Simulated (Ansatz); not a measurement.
Other settings, tried on VSF₃.

```yaml
crystal:
  periodic: [false, false, false]
  atoms:
    - {symbol: V, position_ang: [-0.000320, 0.000570, -0.067043]}
    - {symbol: S, position_ang: [0.009658, -0.016575, 1.937420]}
    - {symbol: F, position_ang: [1.607053, 0.009326, -0.631494]}
    - {symbol: F, position_ang: [-0.811577, 1.397744, -0.607502]}
    - {symbol: F, position_ang: [-0.804814, -1.391065, -0.631371]}
basis:
  gaussian: {orbitals: def2-mTZVPP, nuclear_model: gaussian}
hamiltonian: {xc: {name: B2PLYP}}
```

```sh
$ ansatz run in.yaml --threads 4 --pin off --events-out ev --progress --plain --max-ram 3916MiB
```

Shortened log:

```
Functional definition: B2PLYP
1219 factors; integrals over basis functions are off by at most 2.7e-4 eV
mean field evaluation 1: about -44642.4400 eV, gradient 8.8e1 eV
mean field evaluation 2: about -44642.5667 eV, gradient 8.8e1 eV
mean field evaluation 4: about -44647.4749 eV, gradient 8.1e1 eV
mean field evaluation 8: about -44656.0312 eV, gradient 7.3e-1 eV
mean field evaluation 16: about -44656.0495 eV, gradient 8.2e-3 eV
mean field evaluation 32: about -44605.4132 eV, gradient 1.1e2 eV
mean field evaluation 64: about -44656.0282 eV, gradient 6.8e-1 eV
mean field -44656.04947417 eV, -1641.0795492183 hartree, gradient 5.9e-6 eV, S^2 0.000000; 2 other end points of the search recorded, 0 dependent functions left out; unrestricted orbitals would lower it
13 core orbitals not correlated: weight in the atoms' cores, before any rotation towards them, 1.000 or more for the frozen orbitals, at most 0.000 for the correlated occupied ones
reference -44656.04958690 eV, -1641.0795533611 hartree; 20, 20 occupied and 99, 99 virtual orbitals, 1219 factors
second order -48.22307511 eV of doubles, -0.00000000 eV of singles
Total energy: -44669.06981718 eV, -1641.5580379984 hartree
```

It took 5.5 s on 4 threads of Arm Neoverse V1 on a shared host.

Correlated methods freeze 13 core orbitals; core or outer-core shells of V are correlated, in sets that lack core-valence functions. The restricted singlet is unstable: a solution with broken spin symmetry lies lower.
